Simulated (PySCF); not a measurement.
Energy of Rh²⁺ (rhodium, charge +2) between two integer charges

The 4d beta orbital of [Kr] 4d7 is emptied in steps (occupation f), with all orbitals relaxed, ending at [Kr] 4d6. Calculation: PySCF 2.14, in aug-cc-pVDZ-PP with ECP28MDF; a scalar-relativistic core potential. The exact energy is a straight line in f; departures are measured from the line between the end points of the same method.

| f | UHF (eV) | LDA (eV) | PBE (eV) |
| --- | --- | --- | --- |
| 1 | 0.000 | 0.000 | 0.000 |
| 0.8 | 0.237 | -1.047 | -1.026 |
| 0.6 | 0.347 | -1.578 | -1.544 |
| 0.4 | 0.338 | -1.585 | -1.548 |
| 0.2 | 0.220 | -1.060 | -1.033 |
| 0 | 0.000 | 0.000 | 0.000 |

Problem. For UHF, how does the orbital energy at f = 1 compare with the removal energy?

Solution. −ε = 30.864 eV against a total-energy difference of 29.339 eV. By Janak's theorem ε = ∂E/∂f, so the gap between them reflects the curvature. Along the path −ε is 30.197 (f = 0.8), 29.583 (f = 0.6), 29.015 (f = 0.4), 28.488 (f = 0.2) eV.

```csv
method,E(f=0) − E(f=1) (eV),−ε at f=1 (eV),−ε at f=0.4 (eV)
UHF,29.339,30.864,29.015
LDA,31.307,24.795,32.599
PBE,31.158,24.768,32.433
```

Reference removal energy between the ground levels: 31.06 eV (semi-empirical (NIST evaluation); NIST Atomic Spectra Database, ionization energies). The calculation has no spin-orbit coupling. The determinant left behind need not be the lowest term of the ion. UHF lacks correlation.
